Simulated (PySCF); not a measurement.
**Radial density of Sb²⁺ (antimony, charge +2)**

B2PLYP, [Kr] 4d10 5s2 5p1, 2P determinant. Computed with PySCF 2.14 in aug-cc-pVQZ-PP with ECP28MDF (7s7p5d3f2g, 92 functions), with scalar relativity through the core potential. This is the valence pseudo-density: the core potential removes the inner electrons and smooths the orbitals near the nucleus.

```
r (bohr)  4πr²ρ (e/bohr)  4πr²(ρα − ρβ)
 0.00408       2.604e-05         0.0000
 0.00686       6.596e-05         0.0000
  0.0115       0.0001501         0.0000
  0.0194       0.0003054         0.0000
  0.0326       0.0005155         0.0000
  0.0549       0.0008277         0.0000
  0.0923        0.002732         0.0000
   0.155         0.02654         0.0001
   0.261          0.4096         0.0012
   0.439           6.541         0.0324
   0.739           24.52         0.0704
    1.24           10.49         0.0590
    2.09           2.382         0.5321
    3.52          0.3568         0.1846
    5.92        0.004482         0.0036
```

Energies and moments cover only the electrons outside the core potential.
